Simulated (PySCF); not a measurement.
Species: C₈H₁₀.
Cartesian coordinates in Å at the GFN2-xTB level; atoms count from 1:
```
atom  x, y, z in Å
C1    -2.388   -0.463   -0.644
C2    -1.656    0.140    0.557
C3    -0.172    0.147    0.316
C4     0.608   -0.945    0.676
C5     1.967   -0.958    0.418
C6     2.565    0.123   -0.206
C7     1.797    1.215   -0.571
C8     0.438    1.225   -0.312
H9    -3.462   -0.469   -0.471
H10   -2.183    0.115   -1.542
H11   -2.058   -1.486   -0.814
H12   -1.884   -0.447    1.449
H13   -2.010    1.160    0.718
H14    0.145   -1.791    1.165
H15    2.561   -1.814    0.704
H16    3.626    0.115   -0.406
H17    2.258    2.061   -1.060
H18   -0.158    2.081   -0.597
```

Method used: PBE0/pcSseg-1 in PySCF (dipole) on a GFN2-xTB geometry, gas phase.

Masses are those of the commonest isotopes; rigid-rotor values at the optimised geometry. The values belong to one conformer with, in the numbering `[CH3:1][CH2:2][c:3]1[cH:4][cH:5][cH:6][cH:7][cH:8]1`, C1–C2–C3–C4 -89°.

Task: Give the principal moments of inertia and the rotational constants in cm⁻¹.

Result: Ia = 110.72, Ib = 337.00, Ic = 406.55 u·Å²; 505379 MHz·u·Å²/I gives 4565, 1500 and 1243 MHz, that is A = 0.15226, B = 0.05002, C = 0.04147 cm⁻¹.

Task: Classify the top.

Result: An asymmetric top; Ray's κ = -0.846.

Task: What does the inertial defect say?

Result: Not planar: Δ = Ic − Ia − Ib = -41.17 u·Å². For a rigid frame Δ = −2 Σ m c², so Σ m c² = 20.59 u·Å² lies off the ab plane: 7.01 from hydrogen and 13.57 from heavier atoms. The atom farthest from that plane is 1.32 Å away.

Task: Give the other two planar moments, Paa and Pbb, and the rms extents of the mass along the axes.

Result: Paa = Σ m a² = (Ib + Ic − Ia)/2 = 316.42 and Pbb = Σ m b² = (Ia + Ic − Ib)/2 = 90.13 u·Å². With the mass M = 106.08 u, the rms extents √(P/M) along a, b and c are 1.73, 0.92, 0.44 Å.

Task: List the rotational levels J(Ka,Kc) to J = 2 (K).

Result: Above 0(0,0), as E/k:
J = 1: 1(0,1) 0.132, 1(1,1) 0.279, 1(1,0) 0.291
J = 2: 2(0,2) 0.394, 2(1,2) 0.530, 2(1,1) 0.567, 2(2,1) 1.008, 2(2,0) 1.009
The levels of one J sum to (2J + 1)J(J + 1)(A + B + C)/3.

Task: Which types of transition are allowed, and where do some lines up to J = 4 fall?

Result: The dipole components are |μa| = 0.40 D, |μb| = 0.00 D, |μc| = 0.04 D; the mirror of this Cs structure is the ac plane, so μb vanishes by symmetry and there are no b-type lines. The squared components, which scale the intensities, stand as 1.00 : 0.01 (a : c). Some lines, for components of 0.1 D or more:

```tsv
type	branch	J(Ka,Kc)	MHz	lower level (cm⁻¹)
a	Q	2(1,1) ← 2(1,2)	770	0.368
a	Q	3(1,2) ← 3(1,3)	1539	0.629
a	Q	4(1,3) ← 4(1,4)	2561	0.977
a	R	1(0,1) ← 0(0,0)	2743	0.000
a	R	2(1,2) ← 1(1,1)	5229	0.194
a	R	2(0,2) ← 1(0,1)	5470	0.091
a	R	2(1,1) ← 1(1,0)	5742	0.202
a	R	3(1,3) ← 2(1,2)	7834	0.368
a	R	3(0,3) ← 2(0,2)	8167	0.274
a	R	3(2,2) ← 2(2,1)	8228	0.701
a	R	3(2,1) ← 2(2,0)	8290	0.701
a	R	3(1,2) ← 2(1,1)	8603	0.394
a	R	4(1,4) ← 3(1,3)	10429	0.629
a	R	4(0,4) ← 3(0,3)	10820	0.546
a	R	4(2,3) ← 3(2,2)	10959	0.975
a	R	4(3,2) ← 3(3,1)	11000	1.508
a	R	4(3,1) ← 3(3,0)	11004	1.508
a	R	4(2,2) ← 3(2,1)	11110	0.978
a	R	4(1,3) ← 3(1,2)	11451	0.681
```

Task: Estimate the classical rotational partition function at 100 K, 200 K and 298.15 K.

Result: Point group Cs, symmetry number σ = 1; q = (√π/σ)·√((kT/h)³/(ABC)), k/h = 20836.6 MHz/K: 57800 at 100 K, 163000 at 200 K, 298000 at 298.15 K.

Not checked by GFN2-xTB frequencies. Constants of a rigid frame at the computed geometry: no zero-point averaging, no centrifugal distortion. A rigid rotor knows nothing of internal rotation, which can split or shift real lines.
